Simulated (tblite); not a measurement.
Compound: C6H4F3O (doublet state).
Cartesian coordinates in Å at the GFN2-xTB level; atoms count from 1:
```xyz
14
C6H4F3O angstrom
C      3.532   -0.817   -0.204
C      2.556   -0.085   -0.637
O      1.255   -0.174   -0.186
C      0.334    0.639   -0.712
C     -0.957    0.632   -0.343
C     -1.538   -0.232    0.653
F     -0.745   -1.116    1.284
C     -2.832   -0.211    0.996
F     -3.717    0.618    0.444
F     -3.411   -0.983    1.904
H      3.778   -1.593    0.476
H      2.712    0.669   -1.408
H      0.671    1.334   -1.477
H     -1.639    1.319   -0.815
```

The geometry is computed with GFN2-xTB (gas phase). This method treats the open shell by occupation alone, without spin polarisation.

Masses are those of the commonest isotopes; rigid-rotor values at the optimised geometry. The values belong to one conformer with, in the numbering `[H]/[C:1]=[CH:2]\[O:3]/[CH:4]=[CH:5]\[C:6]([F:7])=[C:8]([F:9])[F:10]`, C1–C2–O3–C4 180°, C2–O3–C4–C5 180°, C4–C5–C6–F7 0°.

Question: Give the principal moments of inertia and the rotational constants in cm⁻¹.

Answer: Ia = 128.79, Ib = 882.84, Ic = 1011.63 u·Å²; 505379 MHz·u·Å²/I gives 3924, 572.4 and 499.6 MHz, that is A = 0.13089, B = 0.01909, C = 0.01666 cm⁻¹.

Question: Classify the top.

Answer: A near-prolate asymmetric top: κ = (2 × 572.4 − 3924 − 499.6)/(3924 − 499.6) = -0.96.

Question: What does the inertial defect say?

Answer: Planar: Δ = Ic − Ia − Ib = 0.00 u·Å². For a rigid frame Δ = −2 Σ m c², so it vanishes when all atoms lie in the ab plane; here none is more than 0.01 Å from it.

Question: Estimate the classical rotational partition function at 10 K, 100 K and 500 K.

Answer: Point group Cs, symmetry number σ = 1; q = (√π/σ)·√((kT/h)³/(ABC)), k/h = 20836.6 MHz/K: 5030 at 10 K, 159000 at 100 K, 1780000 at 500 K.

For this open shell read J as N, the rotation without spin; fine and hyperfine splittings come on top. Its GFN2-xTB frequencies are all real (lowest 36 cm⁻¹). Zero-point vibration and centrifugal distortion are left out.
